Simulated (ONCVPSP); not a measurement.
# PBEsol ONCV dataset for molybdenum, fully relativistic all-electron reference.

The input file (ONCVPSP 4.0.1):

```
# ATOM AND REFERENCE CONFIGURATION
# atsym  z   nc   nv     iexc    psfile
  Mo 42.00    6    4  -116133      upf
#
#   n    l    f
    1    0    2.00
    2    0    2.00
    2    1    6.00
    3    0    2.00
    3    1    6.00
    3    2   10.00
    4    0    2.00
    4    1    6.00
    4    2    5.00
    5    0    1.00
#
# PSEUDOPOTENTIAL AND OPTIMIZATION
# lmax
    2
#
#   l,   rc,      ep,       ncon, nbas, qcut
    0    1.80    0.00    5    9    6.00
    1    1.30    0.00    3    6    6.40
    2    1.80    0.00    4    8    5.60
#
# LOCAL POTENTIAL
# lloc, lpopt,  rc(5),   dvloc0
    4    5    0.90    3.00
#
# VANDERBILT-KLEINMAN-BYLANDER PROJECTORs
# l, nproj, debl
    0    2    1.60
    1    2    2.10
    2    2    0.40
#
# MODEL CORE CHARGE
# icmod, fcfact, rcfact
    3    3.75    1.70
#
# LOG DERIVATIVE ANALYSIS
# epsh1, epsh2, depsh
   -4.00    5.00    0.02
#
# OUTPUT GRID
# rlmax, drl
    6.00    0.01
#
# TEST CONFIGURATIONS
# ncnf
    4
# nvcnf
#   n    l    f
    4
    4    0    2.00
    4    1    6.00
    4    2    5.00
    5    0    0.00
#
    4
    4    0    2.00
    4    1    6.00
    4    2    4.00
    5    0    0.00
#
    4
    4    0    2.00
    4    1    6.00
    4    2    3.00
    5    0    0.00
#
    4
    4    0    2.00
    4    1    6.00
    4    2    4.00
    5    0    1.00
#
```

Command:

```bash
oncvpspr.x < Mo.dat > Mo.out
```

Output (shortened: citation, most of the input echo, consistency checks and plot data are left out):

```
ONCVPSP  (Optimized Norm-Conservinng Vanderbilt PSeudopotential)
relativistic version 4.0.1

#   n    l    f        energy (Ha)
    1    0    2.00    -7.2766380D+02
    2    0    2.00    -1.0275675D+02
    2    1    6.00    -9.0634987D+01    -9.4547238D+01
    3    0    2.00    -1.7481648D+01
    3    1    6.00    -1.3714083D+01    -1.4358449D+01
    3    2   10.00    -8.0662001D+00    -8.1882438D+00
    4    0    2.00    -2.3619065D+00
    4    1    6.00    -1.3836645D+00    -1.4753895D+00
    4    2    5.00    -1.3558623D-01    -1.4308918D-01
    5    0    1.00    -1.5137737D-01

Reference configufation results
  iterations    26
  all-electron total energy (Ha)   -4.04701959D+03

Begin loop to  construct optimized pseudo wave functions
and semi-local pseudopoentials for all angular momenta

Calculating optimized projector #   1

 for l=   0

    Fraction of norm inside rc  0.948809
    Optimizing pswf for qcut=   5.99 a_B^-1,  ecut=  17.96 Ha
    Residual kinetic energy error=  2.81D-04 Ha

    Energy error per electron        Cutoff
         Ha          eV             Ha
         0.01000     0.27211       11.69
         0.00100     0.02721       15.74
         0.00010     0.00272       39.01
         0.00001     0.00027       70.06

Calculating optimized projector #   2

 for l=   0

    Fraction of norm inside rc  0.052940
    Optimizing pswf for qcut=   5.99 a_B^-1,  ecut=  17.96 Ha
    Residual kinetic energy error=  1.09D-04 Ha

    Energy error per electron        Cutoff
         Ha          eV             Ha
         0.01000     0.27211        6.36
         0.00100     0.02721       13.97
         0.00010     0.00272       18.35
         0.00001     0.00027       47.57

   Wellstate for l =  1  n =  5 kap= -2
     eigenvalue =   0.7163
     asymptotic potential =   1.2163
     half-point radius =  2.6912

Calculating optimized projector #   1

 for l=   1

    Fraction of norm inside rc  0.597929
    Optimizing pswf for qcut=   6.38 a_B^-1,  ecut=  20.38 Ha
    Residual kinetic energy error=  1.52D-03 Ha

    Energy error per electron        Cutoff
         Ha          eV             Ha
         0.01000     0.27211        9.14
         0.00100     0.02721       23.96
         0.00010     0.00272       69.93

Calculating optimized projector #   2

 for l=   1

    Fraction of norm inside rc  0.110324
    Optimizing pswf for qcut=   6.38 a_B^-1,  ecut=  20.38 Ha
    Residual kinetic energy error=  9.66D-04 Ha

    Energy error per electron        Cutoff
         Ha          eV             Ha
         0.01000     0.27211        8.62
         0.00100     0.02721       20.17
         0.00010     0.00272       42.27
         0.00001     0.00027       96.08

   Wellstate for l =  1  n =  5 kap=  1
     eigenvalue =   0.6246

Calculating optimized projector #   1

 for l=   1

    Fraction of norm inside rc  0.626212
    Optimizing pswf for qcut=   6.38 a_B^-1,  ecut=  20.38 Ha
    Residual kinetic energy error=  1.40D-03 Ha

    Energy error per electron        Cutoff
         Ha          eV             Ha
         0.01000     0.27211        9.32
         0.00100     0.02721       23.25
         0.00010     0.00272       69.93

Calculating optimized projector #   2

 for l=   1

    Fraction of norm inside rc  0.109128
    Optimizing pswf for qcut=   6.38 a_B^-1,  ecut=  20.38 Ha
    Residual kinetic energy error=  9.06D-04 Ha

    Energy error per electron        Cutoff
         Ha          eV             Ha
         0.01000     0.27211        8.94
         0.00100     0.02721       19.85
         0.00010     0.00272       42.11
         0.00001     0.00027       89.18

   Wellstate for l =  2  n =  5 kap= -3
     eigenvalue =   0.2644
     asymptotic potential =   0.7644
     half-point radius =  7.5616

Calculating optimized projector #   1

 for l=   2

    Fraction of norm inside rc  0.507298
    Optimizing pswf for qcut=   5.60 a_B^-1,  ecut=  15.67 Ha
    Residual kinetic energy error=  1.31D-03 Ha

    Energy error per electron        Cutoff
         Ha          eV             Ha
         0.01000     0.27211       12.34
         0.00100     0.02721       16.70
         0.00010     0.00272       62.06
         0.00001     0.00027       74.86

Calculating optimized projector #   2

 for l=   2

    Fraction of norm inside rc  0.101501
    Optimizing pswf for qcut=   5.60 a_B^-1,  ecut=  15.67 Ha
    Residual kinetic energy error=  4.19D-04 Ha

    Energy error per electron        Cutoff
         Ha          eV             Ha
         0.01000     0.27211       10.34
         0.00100     0.02721       14.32
         0.00010     0.00272       20.59
         0.00001     0.00027       62.10

   Wellstate for l =  2  n =  5 kap=  2
     eigenvalue =   0.2569

Calculating optimized projector #   1

 for l=   2

    Fraction of norm inside rc  0.519160
    Optimizing pswf for qcut=   5.60 a_B^-1,  ecut=  15.67 Ha
    Residual kinetic energy error=  1.44D-03 Ha

    Energy error per electron        Cutoff
         Ha          eV             Ha
         0.01000     0.27211       12.54
         0.00100     0.02721       16.97
         0.00010     0.00272       62.92
         0.00001     0.00027       75.30

Calculating optimized projector #   2

 for l=   2

    Fraction of norm inside rc  0.099438
    Optimizing pswf for qcut=   5.60 a_B^-1,  ecut=  15.67 Ha
    Residual kinetic energy error=  4.43D-04 Ha

    Energy error per electron        Cutoff
         Ha          eV             Ha
         0.01000     0.27211       10.41
         0.00100     0.02721       14.40
         0.00010     0.00272       21.22
         0.00001     0.00027       63.00

Construct Vanderbilt / Kleinmman-Bylander projectors

B matrix Hermiticity error, ll=  0  kap= -1
   1   2    1.8740D-04

  Orthonormal projector coefficients  1.3428E+01  1.9271E+00

B matrix Hermiticity error, ll=  1  kap= -2
   1   2    2.9609D-04

  Orthonormal projector coefficients  1.0229E+01  1.9483E+00

B matrix Hermiticity error, ll=  1  kap=  1
   1   2    3.1432D-04

  Orthonormal projector coefficients  1.0113E+01  1.9860E+00

B matrix Hermiticity error, ll=  2  kap= -3
   1   2    2.2772D-05

  Orthonormal projector coefficients -2.1418E+01  4.5141E+00

B matrix Hermiticity error, ll=  2  kap=  2
   1   2    2.3277D-05

  Orthonormal projector coefficients -1.9085E+01  4.6009E+00

 Orthonormal scalar projector coefficients, l =  1
  1.0187E+01  1.9625E+00  1.6271E-03  1.5701E-04

 Orthonormal spin-orbit projector coefficients, l =  1
  2.6208E-01 -2.4642E-01  4.3626E-02 -7.2511E-03

 Orthonormal scalar projector coefficients, l =  2
 -2.0483E+01  4.5475E+00 -3.7519E-04  2.5563E-04

 Orthonormal spin-orbit projector coefficients, l =  2
 -9.5762E-01 -3.6070E-02  2.0418E-02  5.6299E-03

Model core correction analysis
  based on d2Exc/dn_idn_j

d2excae - all-electron derivatives

   -2.581802D-02   -2.270799D-02   -1.131263D-02   -1.485409D-03
   -2.270811D-02   -2.113045D-02   -1.230157D-02   -1.893866D-03
   -1.131275D-02   -1.230162D-02   -1.320087D-02   -8.982966D-03
   -1.485408D-03   -1.893782D-03   -8.980726D-03   -2.282691D-02

d2excps - pseudofunction derivatives with no core correction

   -4.184881D-02   -3.337914D-02   -1.558850D-02   -2.623895D-03
   -3.337992D-02   -3.096684D-02   -1.747524D-02   -2.691350D-03
   -1.558880D-02   -1.747541D-02   -1.834217D-02   -1.158790D-02
   -2.624373D-03   -2.691087D-03   -1.158296D-02   -2.869420D-02

rms 2nd derivative error    6.846006E-03

rmatch, rhocmatch    0.7575   11.2040

Teter function model core charge with specified parameters

d2excps - pseudofunction derivatives with core correction

   -2.630801D-02   -2.390526D-02   -1.272605D-02   -1.559739D-03
   -2.390523D-02   -2.380352D-02   -1.509394D-02   -2.136052D-03
   -1.272605D-02   -1.509392D-02   -1.748733D-02   -1.145228D-02
   -1.559647D-03   -2.135746D-03   -1.144733D-02   -2.861251D-02

rms 2nd derivative error    2.423817E-03

Pseudoatom total energy  -68.605858

Diagnostic tests using Vanderbilt-Kleinman-Bylander pseudopotentials
  relativistic with J = L +/- 1/2 projectors

   l  kap   rcore       rmatch      e in        delta e    norm test   slope test

   0  -1   1.8034092   1.8581646  -2.3619065   0.0000010   1.0001377   1.0001290
   0  -1   1.8034092   1.8581646  -0.1513774   0.0000024   1.0000317   1.0000264

   1  -2   1.3055795   1.3452197  -1.3836645   0.0000670   1.0001264   1.0002869
   1   1   1.3055795   1.3452197  -1.4753895   0.0000931   1.0001366   1.0002377
   1  -2   1.3055795   1.3452197   0.7163355   0.0000697   1.0003854   1.0003854
   1   1   1.3055795   1.3452197   0.6900821   0.0000508   1.0003954   1.0003954

   2  -3   1.8034092   1.8581646  -0.1355862  -0.0000062   1.0000535   1.0000588
   2   2   1.8034092   1.8581646  -0.1430892   0.0000036   1.0000614   1.0000239
   2  -3   1.8034092   1.8581646   0.2644138  -0.0000076   1.0001449   1.0001449
   2   2   1.8034092   1.8581646   0.2625097  -0.0000050   1.0001463   1.0001463

Diagnostic tests using Vanderbilt-Kleinman-Bylander pseudopotentials
  relativistic with scalar and spin-orbit non-local projectors

   l  kap   rcore       rmatch      e in        delta e    norm test   slope test

   0  -1   1.8034092   1.8581646  -2.3619065   0.0000010   1.0001377   1.0001290
   0  -1   1.8034092   1.8581646  -0.1513774   0.0000024   1.0000317   1.0000264

   1  -2   1.3055795   1.3452197  -1.3836645  -0.0000840   1.0001077   1.0000867
   1   1   1.3055795   1.3452197  -1.4753895  -0.0000580   1.0001186   1.0000640
   1  -2   1.3055795   1.3452197   0.7163355  -0.0000287   1.0003518   1.0003518
   1   1   1.3055795   1.3452197   0.6900821  -0.0000300   1.0003628   1.0003628

   2  -3   1.8034092   1.8581646  -0.1355862   0.0000351   1.0000827   1.0003333
   2   2   1.8034092   1.8581646  -0.1430892   0.0000453   1.0000887   1.0002822
   2  -3   1.8034092   1.8581646   0.2644138   0.0000542   1.0001713   1.0001713
   2   2   1.8034092   1.8581646   0.2625097   0.0000549   1.0001738   1.0001738

Ghost test for J = L + 1/2

 Testing for bound ghosts
   n   l    E NL Schr. Eq   E Basis Diag.   E Cutoff

   1   0       -2.361905       -2.361903    107.86
   2   0       -0.151375       -0.096602    107.86

   2   1       -1.383598       -1.382702     90.46

   3   2       -0.135592       -0.128452    105.77

 Testing for highly-localized positive-energy ghosts
       l    <radius>/rc     E Basis Diag.   E Cutoff

       0        0.447053        3.237081    107.86  WARNING - GHOST(+)

       2        0.702000       39.340762    105.77  WARNING - GHOST(+)

Ghost test for J = L - 1/2

 Testing for bound ghosts
   n   l    E NL Schr. Eq   E Basis Diag.   E Cutoff

   1   0       -2.361905       -2.361903    107.86
   2   0       -0.151375       -0.096602    107.86

   2   1       -1.475296       -1.474649     90.46

   3   2       -0.143086       -0.136491    105.77

 Testing for highly-localized positive-energy ghosts
       l    <radius>/rc     E Basis Diag.   E Cutoff

       0        0.447053        3.237081    107.86  WARNING - GHOST(+)

       2        0.969405       13.810425    105.77  WARNING - GHOST(+)

       2        0.872781       39.644459    105.77  WARNING - GHOST(+)

Test configuration 0

   n   l kap    f        eae           eps        diff
   1   0  -1  2.0000 -727.66380139
   2   0  -1  2.0000 -102.75675077
   2   1  -2  4.0000  -90.63498681
   2   1   1  2.0000  -94.54723849
   3   0  -1  2.0000  -17.48164829
   3   1  -2  4.0000  -13.71408267
   3   1   1  2.0000  -14.35844928
   3   2  -3  6.0000   -8.06620012
   3   2   2  4.0000   -8.18824375
   4   0  -1  2.0000   -2.36190650   -2.36190546    1.04E-06
   4   1  -2  4.0000   -1.38366451   -1.38359751    6.70E-05
   4   1   1  2.0000   -1.47538950   -1.47529640    9.31E-05
   4   2  -3  3.0000   -0.13558623   -0.13559244   -6.22E-06
   4   2   2  2.0000   -0.14308918   -0.14308562    3.57E-06
   5   0  -1  1.0000   -0.15137737   -0.15137494    2.43E-06

    Total energies and differences
      AE_ref= -4.04701959E+03  AE_tst= -4.04701959E+03  dif=  0.00E+00
      PS_ref= -6.86058583E+01  PS_tst= -6.86058583E+01  dif= -1.42E-14
      PSP excitation error=  1.42E-14

Test configuration 1

   n   l kap    f        eae           eps        diff
   1   0  -1  2.0000 -727.91204439
   2   0  -1  2.0000 -103.00081253
   2   1  -2  4.0000  -90.87929717
   2   1   1  2.0000  -94.79163157
   3   0  -1  2.0000  -17.72679478
   3   1  -2  4.0000  -13.95921712
   3   1   1  2.0000  -14.60356669
   3   2  -3  6.0000   -8.31100971
   3   2   2  4.0000   -8.43304317
   4   0  -1  2.0000   -2.61001402   -2.61110445   -1.09E-03
   4   1  -2  4.0000   -1.63327513   -1.63358222   -3.07E-04
   4   1   1  2.0000   -1.72468577   -1.72506272   -3.77E-04
   4   2  -3  3.0000   -0.37958076   -0.37955819    2.26E-05
   4   2   2  2.0000   -0.38751763   -0.38749288    2.48E-05
   5   0  -1  0.0000   -0.36008539   -0.36008539    0.00E+00

    Total energies and differences
      AE_ref= -4.04701959E+03  AE_tst= -4.04676580E+03  dif=  2.54E-01
      PS_ref= -6.86058583E+01  PS_tst= -6.83520317E+01  dif=  2.54E-01
      PSP excitation error= -4.00E-05

Test configuration 2

   n   l kap    f        eae           eps        diff
   1   0  -1  2.0000 -728.34728491
   2   0  -1  2.0000 -103.44050083
   2   1  -2  4.0000  -91.31866699
   2   1   1  2.0000  -95.23090993
   3   0  -1  2.0000  -18.16431708
   3   1  -2  4.0000  -14.39670850
   3   1   1  2.0000  -15.04112657
   3   2  -3  6.0000   -8.74894508
   3   2   2  4.0000   -8.87100582
   4   0  -1  2.0000   -3.03730584   -3.03762873   -3.23E-04
   4   1  -2  4.0000   -2.05366267   -2.05363171    3.10E-05
   4   1   1  2.0000   -2.14661958   -2.14658272    3.69E-05
   4   2  -3  2.4000   -0.76111532   -0.76102620    8.91E-05
   4   2   2  1.6000   -0.77036342   -0.77025921    1.04E-04
   5   0  -1  0.0000   -0.64715732   -0.64715732    0.00E+00

    Total energies and differences
      AE_ref= -4.04701959E+03  AE_tst= -4.04619785E+03  dif=  8.22E-01
      PS_ref= -6.86058583E+01  PS_tst= -6.77841237E+01  dif=  8.22E-01
      PSP excitation error=  1.51E-06

Test configuration 3

   n   l kap    f        eae           eps        diff
   1   0  -1  2.0000 -728.86683093
   2   0  -1  2.0000 -103.96702299
   2   1  -2  4.0000  -91.84476951
   2   1   1  2.0000  -95.75688625
   3   0  -1  2.0000  -18.68497100
   3   1  -2  4.0000  -14.91725997
   3   1   1  2.0000  -15.56187791
   3   2  -3  6.0000   -9.27038090
   3   2   2  4.0000   -9.39251697
   4   0  -1  2.0000   -3.53486615   -3.53399843    8.68E-04
   4   1  -2  4.0000   -2.54036267   -2.53959275    7.70E-04
   4   1   1  2.0000   -2.63574649   -2.63484803    8.98E-04
   4   2  -3  1.8000   -1.20391660   -1.20336680    5.50E-04
   4   2   2  1.2000   -1.21452739   -1.21393120    5.96E-04
   5   0  -1  0.0000   -0.97528424   -0.97528424    0.00E+00

    Total energies and differences
      AE_ref= -4.04701959E+03  AE_tst= -4.04521584E+03  dif=  1.80E+00
      PS_ref= -6.86058583E+01  PS_tst= -6.68023982E+01  dif=  1.80E+00
      PSP excitation error=  2.83E-04

Test configuration 4

   n   l kap    f        eae           eps        diff
   1   0  -1  2.0000 -728.03604105
   2   0  -1  2.0000 -103.13365638
   2   1  -2  4.0000  -91.01156480
   2   1   1  2.0000  -94.92371876
   3   0  -1  2.0000  -17.85711129
   3   1  -2  4.0000  -14.08953941
   3   1   1  2.0000  -14.73394220
   3   2  -3  6.0000   -8.44205034
   3   2   2  4.0000   -8.56411058
   4   0  -1  2.0000   -2.73049794   -2.72950768    9.90E-04
   4   1  -2  4.0000   -1.74709463   -1.74665605    4.39E-04
   4   1   1  2.0000   -1.83997710   -1.83942132    5.56E-04
   4   2  -3  2.4000   -0.46643843   -0.46644389   -5.46E-06
   4   2   2  1.6000   -0.47518495   -0.47516839    1.66E-05
   5   0  -1  1.0000   -0.40461523   -0.40453959    7.56E-05

    Total energies and differences
      AE_ref= -4.04701959E+03  AE_tst= -4.04672250E+03  dif=  2.97E-01
      PS_ref= -6.86058583E+01  PS_tst= -6.83087626E+01  dif=  2.97E-01
      PSP excitation error= -1.05E-05
```

The run took about 8.9 s on one core of a shared server CPU.
